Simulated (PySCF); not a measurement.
[(OH)3Si]2NH.
Cartesian coordinates in Å at the PBE0-D3(BJ)/def2-SVP level; atoms count from 1:
```
atom  x, y, z in Å
Si1    1.1833    0.8710    0.7202
O2     0.7927    2.2388    1.5585
O3     1.6443    1.0820   -0.8411
O4     2.4667    0.2320    1.5487
N5    -0.2543   -0.0990    0.7330
Si6   -1.1346   -0.8139   -0.5449
O7    -2.7613   -0.6990   -0.2697
O8    -0.6095   -0.0168   -1.9138
O9    -0.8835   -2.4167   -0.8470
H10    1.5484    2.6931    1.9428
H11    0.9322    0.8867   -1.4751
H12    3.0157   -0.3689    1.0375
H13   -0.6646   -0.2227    1.6555
H14   -3.0827    0.1611    0.0158
H15   -0.6583   -0.5467   -2.7164
H16   -1.5689   -3.0150   -0.5376
```

The closed-shell ground state was solved at several levels (PySCF, density fitting, gas phase, non-relativistic).

```
            level  basis functions  HOMO (eV)  LUMO (eV)  gap (eV)  dipole (D)
wB97X-D/def2-SVPD              262     -10.08       1.19     11.27        2.18
    PBE0/pcSseg-1              202      -8.00       0.36      8.36        2.23
```

(1) Estimate the row for wB97X-D/pcSseg-1, a basis of 202 functions; the other rows only guide the guess.

(2) Over all these levels, which gives the widest orbital gap and which the narrowest?

(3) How far do the dipole and the HOMO energy spread over the levels?

## Answers

(1) HOMO -9.95 eV, LUMO 2.18 eV, gap 12.13 eV, dipole 2.25 D.

(2) wB97X-D/pcSseg-1 (range-separated hybrid) has the widest, 12.13 eV, and PBE0/pcSseg-1 (global hybrid, 25 % exact exchange) the narrowest, 8.36 eV. The two share the basis. From the narrowest to the widest the HOMO moves by -1.95 eV and the LUMO by +1.82 eV.

(3) The dipole runs from 2.18 to 2.25 D (mean 2.22 D) and the HOMO from -10.08 to -8.00 eV.

One conformer stands for the species.
